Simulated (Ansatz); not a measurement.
Steps of a relaxation of CH6ClFSi2 (`F[SiH2]C[SiH2]Cl`) with RKS PBE0-D4/def2-TZVP.

```sh
$ ansatz run in.yaml --threads 4 --pin off --events-out ev --progress --plain --max-ram 10444MiB
```

```yaml
crystal:
  periodic: [false, false, false]
  atoms:
    - {symbol: F, position_ang: [-1.522563, 1.548899, 1.994187]}
    - {symbol: Si, position_ang: [-0.360629, 1.268491, 0.864324]}
    - {symbol: C, position_ang: [-0.733133, -0.377401, 0.026908]}
    - {symbol: Si, position_ang: [0.742284, -1.140759, -0.852934]}
    - {symbol: Cl, position_ang: [1.740941, 0.371733, -1.902667]}
    - {symbol: H, position_ang: [0.957634, 1.206265, 1.580229]}
    - {symbol: H, position_ang: [-0.400153, 2.398678, -0.117597]}
    - {symbol: H, position_ang: [-1.571322, -0.243547, -0.689071]}
    - {symbol: H, position_ang: [-1.072198, -1.097430, 0.805012]}
    - {symbol: H, position_ang: [0.334067, -2.194387, -1.840650]}
    - {symbol: H, position_ang: [1.710371, -1.713542, 0.140359]}
basis:
  gaussian: {orbitals: def2-TZVP}
hamiltonian: {xc: pbe0, dispersion: d4}
relax: {f_tol: 0.005, max_steps: 150}
```

Positions (Å) and forces (eV/Å) along the path, 11 of 11 steps:

```xyz
11
step=1 energy=-32121.0651 eV
F    -1.523    1.549    1.994    0.876   -0.194   -0.843
Si   -0.361    1.268    0.864   -0.609    0.003    0.518
C    -0.733   -0.377    0.027   -0.195   -0.066    0.030
Si    0.742   -1.141   -0.853    0.010    0.172   -0.011
Cl    1.741    0.372   -1.903   -0.240   -0.403    0.245
H     0.958    1.206    1.580   -0.316    0.048   -0.129
H    -0.400    2.399   -0.118    0.000   -0.233    0.254
H    -1.571   -0.244   -0.689    0.398   -0.060    0.325
H    -1.072   -1.097    0.805    0.167    0.323   -0.354
H     0.334   -2.194   -1.841    0.109    0.263    0.202
H     1.710   -1.714    0.140   -0.200    0.148   -0.238
11
step=2 energy=-32121.1181 eV
F    -1.506    1.542    1.973    0.522   -0.130   -0.504
Si   -0.356    1.256    0.857   -0.526    0.036    0.435
C    -0.734   -0.378    0.028    0.022   -0.006    0.014
Si    0.734   -1.134   -0.844   -0.041    0.060   -0.004
Cl    1.725    0.348   -1.892   -0.028   -0.031    0.024
H     0.944    1.207    1.577   -0.064   -0.009   -0.039
H    -0.394    2.383   -0.107    0.009   -0.062    0.039
H    -1.562   -0.245   -0.682    0.120   -0.010    0.095
H    -1.068   -1.091    0.798    0.050    0.104   -0.099
H     0.339   -2.168   -1.835    0.009    0.033    0.078
H     1.704   -1.692    0.133   -0.073    0.015   -0.039
11
step=3 energy=-32121.1304 eV
F    -1.496    1.530    1.956    0.044   -0.005   -0.043
Si   -0.359    1.250    0.857   -0.111   -0.002    0.091
C    -0.727   -0.375    0.028    0.046    0.036   -0.029
Si    0.733   -1.122   -0.847   -0.038   -0.013    0.044
Cl    1.720    0.356   -1.894    0.007   -0.011   -0.015
H     0.935    1.198    1.576    0.036    0.001    0.006
H    -0.392    2.371   -0.105    0.016    0.019   -0.024
H    -1.551   -0.241   -0.678   -0.038    0.005   -0.022
H    -1.057   -1.085    0.794   -0.002   -0.032    0.018
H     0.332   -2.168   -1.815    0.002   -0.003   -0.032
H     1.687   -1.687    0.135    0.038    0.004    0.007
11
step=4 energy=-32121.1312 eV
F    -1.500    1.532    1.957   -0.010    0.001    0.008
Si   -0.363    1.251    0.862   -0.002    0.004    0.004
C    -0.727   -0.373    0.028    0.014    0.008   -0.009
Si    0.732   -1.125   -0.845    0.001    0.005   -0.001
Cl    1.721    0.346   -1.901    0.005    0.008   -0.011
H     0.934    1.199    1.580    0.005   -0.004    0.003
H    -0.390    2.372   -0.103    0.006    0.002   -0.005
H    -1.552   -0.239   -0.678   -0.006   -0.003   -0.004
H    -1.057   -1.086    0.793   -0.005   -0.014    0.005
H     0.333   -2.167   -1.819   -0.006   -0.007    0.008
H     1.694   -1.683    0.134   -0.002    0.000    0.002
11
step=5 energy=-32121.1313 eV
F    -1.502    1.533    1.957   -0.008    0.001    0.008
Si   -0.363    1.251    0.864    0.005    0.000   -0.009
C    -0.727   -0.372    0.028    0.001    0.009    0.000
Si    0.733   -1.123   -0.845    0.006    0.002   -0.008
Cl    1.721    0.345   -1.907   -0.004   -0.003    0.000
H     0.933    1.198    1.583   -0.003   -0.003    0.003
H    -0.387    2.372   -0.102    0.004   -0.001    0.002
H    -1.552   -0.238   -0.679    0.001   -0.001    0.001
H    -1.057   -1.088    0.791    0.001   -0.004   -0.003
H     0.331   -2.169   -1.816   -0.003   -0.004    0.006
H     1.695   -1.681    0.134    0.000    0.004    0.000
11
step=6 energy=-32121.1316 eV
F    -1.510    1.534    1.955   -0.003    0.001    0.003
Si   -0.364    1.251    0.869    0.015   -0.009   -0.022
C    -0.725   -0.370    0.026   -0.017    0.003    0.014
Si    0.734   -1.122   -0.847    0.009    0.004   -0.010
Cl    1.715    0.341   -1.924   -0.010   -0.013    0.005
H     0.929    1.192    1.595   -0.011   -0.001    0.004
H    -0.377    2.373   -0.097    0.000   -0.003    0.010
H    -1.550   -0.235   -0.681    0.007    0.002    0.003
H    -1.055   -1.090    0.785    0.005    0.011   -0.008
H     0.328   -2.177   -1.806    0.004    0.001    0.003
H     1.700   -1.670    0.133    0.002    0.005   -0.003
11
step=7 energy=-32121.1319 eV
F    -1.521    1.535    1.949    0.003    0.002   -0.003
Si   -0.365    1.250    0.876    0.011   -0.011   -0.014
C    -0.723   -0.366    0.023   -0.019    0.001    0.013
Si    0.735   -1.119   -0.850    0.010   -0.010   -0.021
Cl    1.702    0.331   -1.956   -0.015   -0.014    0.016
H     0.919    1.180    1.617   -0.011    0.001    0.002
H    -0.359    2.375   -0.086   -0.002   -0.004    0.012
H    -1.546   -0.229   -0.685    0.006    0.004    0.001
H    -1.055   -1.091    0.777    0.008    0.017   -0.005
H     0.327   -2.190   -1.789    0.005    0.005    0.003
H     1.711   -1.650    0.132    0.004    0.008   -0.003
11
step=8 energy=-32121.1321 eV
F    -1.534    1.538    1.940    0.009   -0.001   -0.011
Si   -0.363    1.247    0.883    0.010    0.002   -0.003
C    -0.721   -0.363    0.019   -0.015   -0.015    0.010
Si    0.735   -1.118   -0.853    0.015    0.007   -0.007
Cl    1.678    0.325   -1.989   -0.014   -0.023    0.008
H     0.908    1.164    1.644   -0.014   -0.001   -0.004
H    -0.333    2.377   -0.073   -0.004   -0.008    0.013
H    -1.542   -0.220   -0.691    0.005    0.004    0.002
H    -1.058   -1.091    0.768    0.002    0.016   -0.002
H     0.328   -2.211   -1.769    0.012    0.017    0.006
H     1.726   -1.620    0.129   -0.006    0.001   -0.011
11
step=9 energy=-32121.1323 eV
F    -1.539    1.539    1.935    0.012   -0.001   -0.013
Si   -0.362    1.245    0.885   -0.006    0.004    0.012
C    -0.721   -0.362    0.019    0.000   -0.007    0.002
Si    0.737   -1.117   -0.853    0.003   -0.004   -0.019
Cl    1.667    0.320   -2.005   -0.006   -0.012    0.014
H     0.903    1.156    1.656   -0.007    0.001   -0.005
H    -0.322    2.377   -0.068    0.000   -0.005    0.007
H    -1.540   -0.216   -0.693    0.002    0.001   -0.001
H    -1.060   -1.090    0.767    0.001    0.007    0.001
H     0.332   -2.216   -1.762    0.005    0.009    0.010
H     1.732   -1.611    0.128   -0.003    0.007   -0.008
11
step=10 energy=-32121.1323 eV
F    -1.540    1.540    1.933    0.010   -0.002   -0.010
Si   -0.362    1.244    0.885   -0.010    0.005    0.014
C    -0.722   -0.362    0.019    0.005    0.002   -0.006
Si    0.736   -1.117   -0.854    0.010   -0.005   -0.002
Cl    1.666    0.319   -2.007   -0.008   -0.003    0.004
H     0.902    1.153    1.658   -0.001    0.000   -0.002
H    -0.319    2.377   -0.066    0.000   -0.002    0.000
H    -1.540   -0.216   -0.693   -0.002    0.000   -0.001
H    -1.062   -1.088    0.768    0.001   -0.001    0.000
H     0.333   -2.218   -1.761   -0.001    0.005    0.002
H     1.734   -1.607    0.126   -0.004    0.001    0.000
11
step=11 energy=-32121.1323 eV
F    -1.540    1.541    1.931    0.001    0.000    0.000
Si   -0.362    1.244    0.885   -0.003    0.000    0.000
C    -0.721   -0.363    0.019    0.002    0.002    0.000
Si    0.736   -1.117   -0.854   -0.002   -0.004    0.002
Cl    1.663    0.321   -2.005    0.002    0.001   -0.002
H     0.901    1.153    1.658    0.000    0.000    0.000
H    -0.317    2.376   -0.067    0.000    0.000    0.000
H    -1.540   -0.216   -0.693    0.000    0.000    0.000
H    -1.061   -1.089    0.768    0.000    0.000    0.000
H     0.333   -2.217   -1.761    0.001    0.001    0.000
H     1.734   -1.608    0.126   -0.001    0.001   -0.001
```

Hardware: 4 threads of an Arm Neoverse V2 on a shared host. Wall time 36 s, peak host memory 0.62 GiB.
